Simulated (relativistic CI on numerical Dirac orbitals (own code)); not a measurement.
## Ce3+ (4f) in a crystal field

Calculated by Dirac-Coulomb-Breit CI, orbitals from a KLI potential per configuration, model QED, one configuration in a parametric crystal field, unscaled Slater integrals (own radial code).

Field parameters in Wybourne normalisation; cubic f-shell fields have B⁴₄ = √(5/14) B⁴₀ and B⁶₄ = −√(7/2) B⁶₀. The field is a parameter set, without covalency.

S and J are read from ⟨S²⟩ = S(S + 1) and ⟨J²⟩ = J(J + 1) of each level; they are not fictitious spins.

D4h, B20 = 2140, B40 = -240, B44 = 220, B60 = 730, B64 = -170 cm⁻¹, the lowest 7 levels:

```csv
E (cm⁻¹),Degeneracy,Irrep,S,J
0.0,2,Γ7,0.50,2.51
812,2,Γ7,0.50,2.50
1102,2,Γ6,0.50,2.51
2055,2,Γ6,0.50,3.50
2807,2,Γ7,0.50,3.49
3042,2,Γ7,0.50,3.50
3340,2,Γ6,0.50,3.49
```

Principal g values of the ground doublet: 0.18, 0.18, 4.13.

D3d, B20 = 1030, B40 = 710, B43 = -640, B60 = 720, B63 = -70, B66 = -750 cm⁻¹, the lowest 7 levels:

```json
{"E (cm⁻¹)": "0.0", "Degeneracy": "2", "Irrep": "Γ4", "S": "0.50", "J": "2.52"}
{"E (cm⁻¹)": "267", "Degeneracy": "2", "Irrep": "Γ5+Γ6", "S": "0.50", "J": "2.50"}
{"E (cm⁻¹)": "613", "Degeneracy": "2", "Irrep": "Γ4", "S": "0.50", "J": "2.52"}
{"E (cm⁻¹)": "2126", "Degeneracy": "2", "Irrep": "Γ4", "S": "0.50", "J": "3.49"}
{"E (cm⁻¹)": "2380", "Degeneracy": "2", "Irrep": "Γ4", "S": "0.50", "J": "3.50"}
{"E (cm⁻¹)": "2507", "Degeneracy": "2", "Irrep": "Γ5+Γ6", "S": "0.50", "J": "3.50"}
{"E (cm⁻¹)": "2882", "Degeneracy": "2", "Irrep": "Γ4", "S": "0.50", "J": "3.49"}
```

Principal g values of the ground doublet: 0.15, 0.15, 3.87.

Oh, B40 = 620, B60 = 520 cm⁻¹, the lowest 5 levels:

```json
{"E (cm⁻¹)": "0.0", "Degeneracy": "2", "Irrep": "Γ7", "S": "0.50", "J": "2.51"}
{"E (cm⁻¹)": "161", "Degeneracy": "4", "Irrep": "Γ8", "S": "0.50", "J": "2.52"}
{"E (cm⁻¹)": "2208", "Degeneracy": "2", "Irrep": "Γ7", "S": "0.50", "J": "3.50"}
{"E (cm⁻¹)": "2215", "Degeneracy": "4", "Irrep": "Γ8", "S": "0.50", "J": "3.49"}
{"E (cm⁻¹)": "2503", "Degeneracy": "2", "Irrep": "Γ6", "S": "0.50", "J": "3.50"}
```

Principal g values of the ground doublet: 1.50, 1.50, 1.50.

The next free-ion level lies 2139 cm⁻¹ above the lowest; the field splits the ground level into components whose J stays near 5/2 as long as their spread is small against that gap.

Levels of this model without a field, named by their leading LS term: ²F°5/2 0, ²F°7/2 2139 cm⁻¹.
